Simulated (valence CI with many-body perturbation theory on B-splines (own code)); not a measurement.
## Au73+: calculated level list

Computed by configuration interaction combined with many-body perturbation theory (CI+MBPT): four valence electrons over a frozen Dirac-Fock core [He], a basis of 11 s, 11 p, 9 d, 7 f, 5 g, 2 h, 1 i functions for each j, with the one-electron correlation potential Σ1, the two-electron term Σ2, the three-electron term Σ3, Breit, model QED; selected CI, second order for the rest (own B-spline code, finite nucleus).

The last digits are not significant, and no measured levels were compared; by estimate large intervals hold to a few tenths of a per cent, small ones and those within an open d or f shell to about a per cent. Among the levels kept, up to 300 cm⁻¹ of a level comes from second order outside the variational space, and about a tenth of that is noise between levels of different J, which matters for small intervals.

Levels 91 to 116 of 116, with energies above the lowest level, (2s^2 2p1/2^2) J=0. "Leading %" is the weight of the configuration and term that name the level; weights of strongly mixed levels are sums over their largest components and can fall short. In the jj column 3d3/2^4 stands for four electrons in 3d with j = 3/2.

| No. | Configuration | Term | J | E (Ry) | Leading % | g | Second component | Leading jj |
| --- | --- | --- | --- | --- | --- | --- | --- | --- |
| 91 | 2s 2p2 3d | 3G | 4 | 1114.4 | 34 | 1.120 | 20 % 2s 2p2 3d 1G | 2s 2p1/2 2p3/2 3d3/2 (98 %) |
| 92 | 2s 2p2 3d | 3D | 3 | 1115.0 | 33 | 1.227 | 28 % 2s 2p2 3d 3F | 2s 2p1/2 2p3/2 3d3/2 (99 %) |
| 93 | 2s 2p2 3p | 3P° | 0 | 1115.4 | 79 |  | 20 % 2s 2p2 3p 1S° | 2s 2p1/2 2p3/2 3p3/2 (100 %) |
| 94 | 2s 2p2 3d | 3D | 2 | 1115.6 | 34 | 1.298 | 18 % 2s 2p2 3d 5P | 2s 2p1/2 2p3/2 3d3/2 (99 %) |
| 95 | 2s 2p2 3p | 1D° | 2 | 1115.7 | 42 | 1.086 | 21 % 2s 2p2 3p 3D° | 2s 2p1/2 2p3/2 3p3/2 (99 %) |
| 96 | 2s 2p2 3p | 3S° | 1 | 1115.7 | 33 | 1.369 | 25 % 2s 2p2 3p 3D° | 2s 2p1/2 2p3/2 3p3/2 (99 %) |
| 97 | 2s 2p2 3p | 3P° | 1 | 1116.3 | 49 | 1.179 | 27 % 2s 2p2 3p 1P° | 2s 2p1/2 2p3/2 3p3/2 (99 %) |
| 98 | 2s 2p2 3d | 3P | 1 | 1116.4 | 33 | 1.733 | 30 % 2s 2p2 3d 5P | 2s 2p1/2 2p3/2 3d3/2 (99 %) |
| 99 | 2s 2p2 3d | 3F | 2 | 1119.8 | 70 | 0.841 | 9 % 2s 2p2 3d 5D | 2s 2p1/2 2p3/2 3d3/2 (95 %) |
| 100 | 2s 2p2 3d | 3G | 3 | 1120.2 | 48 | 0.881 | 26 % 2s 2p2 3d 1F | 2s 2p1/2 2p3/2 3d3/2 (100 %) |
| 101 | 2s 2p2 3d | 3D | 1 | 1120.4 | 34 | 0.690 | 25 % 2s 2p2 3d 1P | 2s 2p1/2 2p3/2 3d3/2 (95 %) |
| 102 | 2s 2p2 3d | 5D | 4 | 1121.2 | 44 | 1.363 | 37 % 2s 2p2 3d 5F | 2s 2p1/2 2p3/2 3d5/2 (100 %) |
| 103 | 2s 2p2 3d | 3D | 1 | 1122.0 | 53 | 0.894 | 17 % 2s 2p2 3d 3P | 2s 2p1/2 2p3/2 3d3/2 (95 %) |
| 104 | 2s 2p2 3d | 3F | 2 | 1122.0 | 32 | 0.978 | 18 % 2s 2p2 3d 1D | 2s 2p1/2 2p3/2 3d3/2 (94 %) |
| 105 | 2s 2p2 3d | 3P | 0 | 1122.8 | 81 |  | 19 % 2s 2p2 3d 1S | 2s 2p1/2 2p3/2 3d3/2 (99 %) |
| 106 | 2s 2p2 3d | 3P | 2 | 1123.4 | 30 | 1.307 | 20 % 2s 2p2 3d 3F | 2s 2p1/2 2p3/2 3d5/2 (93 %) |
| 107 | 2s 2p2 3d | 3F | 3 | 1123.6 | 41 | 1.294 | 31 % 2s 2p2 3d 5P | 2s 2p1/2 2p3/2 3d5/2 (98 %) |
| 108 | 2s 2p2 3d | 3G | 5 | 1124.3 | 64 | 1.240 | 36 % 2s 2p2 3d 5F | 2s 2p1/2 2p3/2 3d5/2 (100 %) |
| 109 | 2s 2p2 3d | 3D | 1 | 1125.2 | 52 | 0.991 | 26 % 2s 2p2 3d 3P | 2s 2p1/2 2p3/2 3d5/2 (93 %) |
| 110 | 2s 2p2 3d | 3D | 3 | 1126.3 | 59 | 1.246 | 18 % 2s 2p2 3d 1F | 2s 2p1/2 2p3/2 3d5/2 (99 %) |
| 111 | 2s 2p2 3d | 3F | 4 | 1126.6 | 59 | 1.198 | 22 % 2s 2p2 3d 1G | 2s 2p1/2 2p3/2 3d5/2 (98 %) |
| 112 | 2s 2p2 3d | 1D | 2 | 1127.0 | 40 | 1.133 | 19 % 2s 2p2 3d 3P | 2s 2p1/2 2p3/2 3d5/2 (96 %) |
| 113 | 2s 2p2 3d | 1P | 1 | 1128.1 | 45 | 0.997 | 27 % 2s 2p2 3d 3D | 2s 2p1/2 2p3/2 3d5/2 (96 %) |
| 114 | 2s 2p2 3d | 3P | 0 | 1128.6 | 52 |  | 44 % 2s 2p2 3d 1S | 2s 2p1/2 2p3/2 3d5/2 (98 %) |
| 115 | 2s 2p2 3d | 3D | 3 | 1131.0 | 41 | 1.231 | 26 % 2s 2p2 3d 3F | 2s 2p1/2 2p3/2 3d5/2 (98 %) |
| 116 | 2s 2p2 3d | 3F | 4 | 1131.4 | 46 | 1.108 | 30 % 2s 2p2 3d 3G | 2s 2p1/2 2p3/2 3d5/2 (100 %) |
